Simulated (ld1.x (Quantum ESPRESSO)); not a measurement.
**Transferability test, TM potential for In (Z = 49)**

indium (In), norm-conserving Troullier–Martins (Kleinman–Bylander form), made with ld1.x (Quantum ESPRESSO) 7.5 (PBE, fully relativistic). Core [Ar] 3d10, reference 4s2 4p6 4d10 5s2 5p0.75 (charge +0.25). Waves: 4s (bound): rc 1.20 bohr; 4d (bound): rc 1.50 bohr; 4f channel at -0.15 Ry: rc 1.55 bohr; 4p (bound): rc 0.85 bohr. Local part: the p channel. Core correction: none.

Open shells are filled in proportion to 2j + 1 (rel_dist='average').

Occupied shells without a wave of their own: 5p, 5s. They enter only through the test configuration that unscreens the potential.

Energies are relative to the spin-unpolarised reference configuration 4s2 4p6 4d10 5s2 5p0.75; without spin polarisation the order of configurations can differ from experiment. The p channel is local and has no spin–orbit splitting in the pseudo-atom.

Problem. Give the all-electron excitation energy and the error of the potential for: 4s2 4p6 4d10 5s2 5p1; 4s2 4p6 4d10 5s2 5p0; 4s2 4p6 4d10 5s1 5p0; 4s2 4p6 4d9 5s0 5p0; 4s2 4p6 4d9 5s2 5p1; 4s2 4p5 4d10 5s2 5p1; 4s1 4p6 4d10 5s2 5p1.

Solution.

```tsv
valence configuration	charge	ΔE all-electron (eV)	error AE − PS (meV)
4s2 4p6 4d10 5s2 5p1	0	-0.798	+5.5
4s2 4p6 4d10 5s2 5p0	+1	4.576	-30
4s2 4p6 4d10 5s1 5p0	+2	23.811	-687
4s2 4p6 4d9 5s0 5p0	+4	108.514	-2173
4s2 4p6 4d9 5s2 5p1	+1	24.310	+33
4s2 4p5 4d10 5s2 5p1	+1	84.981	+136
4s1 4p6 4d10 5s2 5p1	+1	126.712	+7.1
```

Levels in the configuration 4s2 4p5 4d10 5s2 5p1:

```json
{"level": "4s j=1/2", "all-electron (eV)": "-135.426", "pseudo (eV)": "-135.367"}
{"level": "4p j=1/2", "all-electron (eV)": "-98.258", "pseudo (eV)": "-93.545"}
{"level": "4p j=3/2", "all-electron (eV)": "-91.456", "pseudo (eV)": "-93.545"}
{"level": "4d j=3/2", "all-electron (eV)": "-33.454", "pseudo (eV)": "-33.374"}
{"level": "4d j=5/2", "all-electron (eV)": "-32.522", "pseudo (eV)": "-32.444"}
{"level": "5s j=1/2", "all-electron (eV)": "-17.499", "pseudo (eV)": "-18.198"}
{"level": "5p j=1/2", "all-electron (eV)": "-10.545", "pseudo (eV)": "-10.243"}
{"level": "5p j=3/2", "all-electron (eV)": "-10.005", "pseudo (eV)": "-10.243"}
```

The 5p, 5s levels have no wave, so the channel is fitted at the deeper level alone: the likely source of the large errors.

A Bessel basis up to 400 Ry misses an occupied level by 4.96 Ry, so cutoffs and ghosts were not judged. The potential misses its own reference levels by up to 4.5 eV, so it is not fit for use.
